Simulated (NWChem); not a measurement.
System: CCl₃ cation

```xyz
4

Cl    -1.5920     0.4266     0.0000
C      0.0000     0.0000     0.0000
Cl     0.4266    -1.5920     0.0000
Cl     1.1654     1.1654     0.0000
```
Atoms are numbered in this order, from 1.

Computed with NWChem. All runs use the structure optimised with PBE0/def2-SVP. GIAO values for the isolated, static molecule; σ is the absolute isotropic shielding, δ = σ(reference) − σ with the isolated reference molecule computed at the same levels (13C: tetramethylsilane).

| level | σ Cl1 (ppm) | δ C2 (ppm) | relative time |
|---|---|---|---|
| PBE0/pcSseg-1 | 41.5 | 256.4 | 1 |
| BHandHLYP/pcSseg-1 | 67.1 | 279.4 | 2 |
| B3LYP/IGLO-III | 34.6 | 264.6 | 4 |

The last column is a rough cost ratio, cheapest run = 1.
